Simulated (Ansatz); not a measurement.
Ansatz (an electronic-structure program) input (MP2/STO-3G):

Ansatz 0.2 input:
```yaml
crystal:
  periodic: [false, false, false]
  atoms:
    - {symbol: C, position_ang: [-2.55719000, -0.23628800, -0.19833400]}
    - {symbol: Si, position_ang: [-0.76945700, -0.04190800, -0.74929000]}
    - {symbol: I, position_ang: [0.52291800, -2.00358500, 0.02674300]}
    - {symbol: I, position_ang: [0.13438800, 2.05693900, 0.19862600]}
    - {symbol: H, position_ang: [-2.60447200, -0.28692500, 0.89100900]}
    - {symbol: H, position_ang: [-3.14337000, 0.61766400, -0.54026500]}
    - {symbol: H, position_ang: [-2.97384200, -1.15407400, -0.61526300]}
basis:
  gaussian:
    orbitals: STO-3G
magnetization: {spin_polarized: true, initial_magnetization: 1}
correlation: {method: mp2, electrons: outside_noble_gas}
```

Output:

```
Functional definition: HF
integrals: 0.02 GiB planned
777 factors; integrals over basis functions are off by at most 3.8e-5 eV
mean field: 0.67 GiB planned
mean field evaluation 1: about -381670.2094 eV, gradient 1.3e1 eV
mean field evaluation 2: about -381670.2351 eV, gradient 1.3e1 eV
mean field evaluation 4: about -381672.7249 eV, gradient 1.5e0 eV
mean field evaluation 8: about -381672.8075 eV, gradient 3.1e-4 eV
mean field -381672.80682822 eV, -14026.2169438169 hartree, gradient 3.8e-6 eV, S^2 0.753494; 0 other end points of the search recorded, 0 dependent functions left out
52 core orbitals not correlated
reference -381672.80682822 eV, -14026.2169438169 hartree; 13, 12 occupied and 6, 7 virtual orbitals, 777 factors
second order -2.39326256 eV of doubles, -0.00000000 eV of singles
Total energy: -381675.20009079 eV, -14026.3048945939 hartree
```

The geometry given is a B3LYP-D3(BJ)/def2-TZVP minimum.
